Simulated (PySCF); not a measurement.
Cl3H3OSiTi, SMILES [SiH3][O][Ti]([Cl])([Cl])[Cl], multiplicity 1.

Coordinates come from a B3LYP-D3(BJ)/def2-SVP optimisation. The spin state was assumed, not searched. The isomer is the one that the SMILES or the coordinates give; other isomers of the formula were not compared. The values are those of a single conformer.

All values below come from PBE0/def2-TZVP (PySCF).

Computed frontier levels, gap, dipole moment and polarisability:
```json
{
  "highest_occupied_level": "-9.23 eV",
  "lowest_empty_level": "-3.18 eV",
  "orbital_gap": "6.05 eV",
  "dipole_moment": "0.574 e·Å",
  "quadrupole, principal values (traceless, Buckingham form, about the centre of nuclear charge)": "-4.03, -4.03, 8.07 D·Å",
  "mean_static_polarisability": "104.2 bohr³ (15.44 Å³)",
  "polarisability_principal_values": "101.5, 101.5, 109.7 bohr³"
}
```
